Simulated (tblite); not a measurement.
Compound: C6H8F3P.
Atom-mapped SMILES: `[F:1][C:2]([F:3])([F:4])[C@@H:5]1[CH2:6][P:7]1[CH:8]1[CH2:9][CH2:10]1` (hydrogens: H11 on C5; H12, H13 on C6; H14 on C8; H15, H16 on C9; H17, H18 on C10)

Computed with GFN2-xTB (tblite), gas phase: L-BFGS steps from a force-field or distance-geometry start until the largest atomic force falls under 0.01 eV/Å.

At the end of the run (lengths in Å): C2–F3 1.349, C5–P7 1.859, C9–C10 1.491, C2–F4 1.342, C2–C5 1.492, C5–H11 1.084, C9–H16 1.081, C2–C5–C6 116.8°, F3–C2–C5 113.0°, C2–C5–P7 116.0°, F1–C2–F4 106.7°, F1–C2–C5–C6 165°, C2–C5–C6–P7 -108°, C5–C6–P7–C8 -92°, H11–C5–C2–F1 -52°, H12–C6–C5–C2 1°.

**Question.** These geometries were met on the way; a selection of coordinates is given. Order them by energy above the end point, lowest first.
A. C2–F3 1.353, C5–P7 1.858, C9–C10 1.492, C2–F4 1.340, C2–C5 1.494, C5–H11 1.086, C9–H16 1.081, C2–C5–C6 119.7°, F3–C2–C5 112.2°, C2–C5–P7 119.1°, F1–C2–F4 106.4°, F1–C2–C5–C6 155°, C2–C5–C6–P7 -111°, C5–C6–P7–C8 -92°, H11–C5–C2–F1 -63°, H12–C6–C5–C2 -2°
B. C2–F3 1.350, C5–P7 1.857, C9–C10 1.490, C2–F4 1.341, C2–C5 1.492, C5–H11 1.084, C9–H16 1.080, C2–C5–C6 118.3°, F3–C2–C5 112.6°, C2–C5–P7 117.6°, F1–C2–F4 106.4°, F1–C2–C5–C6 154°, C2–C5–C6–P7 -109°, C5–C6–P7–C8 -91°, H11–C5–C2–F1 -63°, H12–C6–C5–C2 0°
C. C2–F3 1.358, C5–P7 1.845, C9–C10 1.497, C2–F4 1.342, C2–C5 1.488, C5–H11 1.080, C9–H16 1.084, C2–C5–C6 120.5°, F3–C2–C5 109.7°, C2–C5–P7 119.5°, F1–C2–F4 107.9°, F1–C2–C5–C6 156°, C2–C5–C6–P7 -111°, C5–C6–P7–C8 -93°, H11–C5–C2–F1 -61°, H12–C6–C5–C2 -5°
D. C2–F3 1.375, C5–P7 1.839, C9–C10 1.504, C2–F4 1.354, C2–C5 1.482, C5–H11 1.075, C9–H16 1.090, C2–C5–C6 120.7°, F3–C2–C5 109.3°, C2–C5–P7 119.6°, F1–C2–F4 108.3°, F1–C2–C5–C6 157°, C2–C5–C6–P7 -111°, C5–C6–P7–C8 -93°, H11–C5–C2–F1 -60°, H12–C6–C5–C2 -5°
E. C2–F3 1.342, C5–P7 1.854, C9–C10 1.490, C2–F4 1.334, C2–C5 1.491, C5–H11 1.086, C9–H16 1.080, C2–C5–C6 120.2°, F3–C2–C5 110.7°, C2–C5–P7 119.4°, F1–C2–F4 107.0°, F1–C2–C5–C6 156°, C2–C5–C6–P7 -111°, C5–C6–P7–C8 -92°, H11–C5–C2–F1 -61°, H12–C6–C5–C2 -4°

**Answer.** B (0.009 eV), A (0.017 eV), E (0.032 eV), C (0.054 eV), D (0.089 eV).

| step | E above end (eV) | rms distance from the end, all atoms (Å) | largest force (eV/Å) | rms shift of all bonds from the end (Å) |
| --- | --- | --- | --- | --- |
| 13 | 0.009 | 0.111 | 0.072 | 0.001 |
| 6 | 0.017 | 0.120 | 0.113 | 0.001 |
| 2 | 0.032 | 0.123 | 0.334 | 0.003 |
| 1 | 0.054 | 0.125 | 0.439 | 0.005 |
| 0 | 0.089 | 0.126 | 0.832 | 0.010 |

Rows stand in the order of the answer.
